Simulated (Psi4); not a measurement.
Psi4 input (wB97X-D/6-31G*):

```
memory 1500 MB

molecule {
1 2
C    -2.29442300   -0.25118900   -0.06811700
C    -0.88478300    0.32187400   -0.17788400
C     0.18262400   -0.67248600    0.25615400
C     1.59628300   -0.16680500    0.17106300
O     1.91635800    0.93122600   -0.20432100
H    -2.41174300   -1.13901100   -0.69443700
H    -3.04163400    0.47833700   -0.38406600
H    -2.52644200   -0.53997000    0.96000800
H    -0.79692300    1.22553700    0.42908500
H    -0.68363700    0.63387400   -1.20498400
H     0.02375900   -1.00434300    1.29108200
H     0.13676500   -1.59454400   -0.33894900
H     2.37078000   -0.89805100    0.48952700
symmetry c1
no_reorient
no_com
}

set {
  basis 6-31G*
  reference uks
  scf_type pk
  dft_radial_points 99
  dft_spherical_points 590
  e_convergence 1e-8
  d_convergence 1e-7
  maxiter 150
}

e = energy('wb97x-d')
print_out(f'\nFINAL {e:.10f} DIPOLE {variable("CURRENT DIPOLE")[0]:.6f} {variable("CURRENT DIPOLE")[1]:.6f} {variable("CURRENT DIPOLE")[2]:.6f}\n')
```

From the output:

```
      38A      0.453558    39A      0.483536    40A      0.530428
      41A      0.557097    42A      0.571027    43A      0.579107
      44A      0.660222    45A      0.672846    46A      0.683856
      47A      0.736034    48A      0.742986    49A      0.775647
      50A      0.797951    51A      0.833089    52A      0.850422
      53A      0.862805    54A      0.877154    55A      0.902233
      56A      0.917042    57A      0.942957    58A      0.986800
      59A      1.212366    60A      1.270875    61A      1.302843
      62A      1.336508    63A      1.424321    64A      1.486023
      65A      1.551880    66A      1.561305    67A      1.588392
      68A      1.720397    69A      1.723912    70A      1.814708
      71A      1.840170    72A      1.854400    73A      1.891306
      74A      1.974298    75A      1.983459    76A      2.128078
      77A      2.173241    78A      2.230048    79A      2.274128
      80A      2.293291    81A      2.313905    82A      2.387973
      83A      2.496575    84A      2.621890    85A      2.694109
      86A      2.767628    87A      3.651362    88A      3.913883
      89A      4.106439    90A      4.228284    91A      4.406084

    Final Occupation by Irrep:
              A
    DOCC [    19 ]
    SOCC [     1 ]
    NA   [    20 ]
    NB   [    19 ]

  @UKS Final Energy:  -232.02529318838225

   => Energetics <=

    Nuclear Repulsion Energy =            172.1331569415013121
    One-Electron Energy =                -644.7162052874557503
    Two-Electron Energy =                 263.1001486251252572
    DFT Exchange-Correlation Energy =     -22.5368654540367892
    Empirical Dispersion Energy =          -0.0055280135162438
    VV10 Nonlocal Energy =                  0.0000000000000000
    Total Energy =                       -232.0252931883822498

  UHF NO Occupations:
  HONO-2 :   18  A 1.9984583
  HONO-1 :   19  A 1.9984307
  HONO-0 :   20  A 1.0000000
  LUNO+0 :   21  A 0.0015693
  LUNO+1 :   22  A 0.0015417
  LUNO+2 :   23  A 0.0003093
  LUNO+3 :   24  A 0.0002694

Computation Completed

Properties will be evaluated at   0.000000,   0.000000,   0.000000 [a0]

Properties computed using the SCF density matrix

 Multipole Moments:

 ------------------------------------------------------------------------------------
     Multipole            Electronic (a.u.)      Nuclear  (a.u.)        Total (a.u.)
 ------------------------------------------------------------------------------------

 L = 1.  Multiply by 2.5417464519 to convert [e a0] to [Debye]
 Dipole X            :          1.4875340           -0.0000094            1.4875246
 Dipole Y            :         -0.8479398            0.0000019           -0.8479379
 Dipole Z            :          0.4101589           -0.0000113            0.4101476
 Magnitude           :                                                    1.7606672

 ------------------------------------------------------------------------------------

FINAL -232.0252931884 DIPOLE 1.487525 -0.847938 0.410148

*** Psi4 exiting successfully. Buy a developer a beer!
```

The dipole moment of an ion depends on the origin.

The geometry given is a B3LYP-D3(BJ)/def2-TZVP minimum of the species of charge 0 and multiplicity 1, not of this state.
